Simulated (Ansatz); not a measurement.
Consider the redistribution: `ClC[SiH]1CC1` + `O[SiH]([SiH3])S` → `S[SiH]1CC1` + `O[SiH]([SiH3])CCl`.

Computed with Ansatz on PBE0-D4/def2-TZVP structures; ΔE is electronic, products minus reactants. CBS: MP2 limit from def2 TZ/QZ plus the TZ coupled-cluster correction, frozen cores. DFT in def2-TZVPP. One conformer a species, not always the lowest.

```
             level  ΔE (kJ/mol)
           PBE0-D4         -0.1
           ωB97M-V          0.3
            B2PLYP          0.6
              PBE0          0.2
    MP2/def2-TZVPP         -0.3
   CCSD/def2-TZVPP         -0.4
SCS-MP2/def2-QZVPP          0.3
     MP2/CBS(def2)          0.5
```

What does CCSD(T)/CBS give? (Best estimate.)

The calculation gave: +0.1 kJ/mol. The listed levels differ from it by -0.2, 0.2, 0.5, 0.1, -0.4, -0.5, 0.2, 0.4 kJ/mol.

Largest T1 diagnostic among the species: 0.012.

CCSD(T)/CBS has its own doubt, a few kJ/mol and more with outer-core shells, so smaller differences from it don't rank the levels.
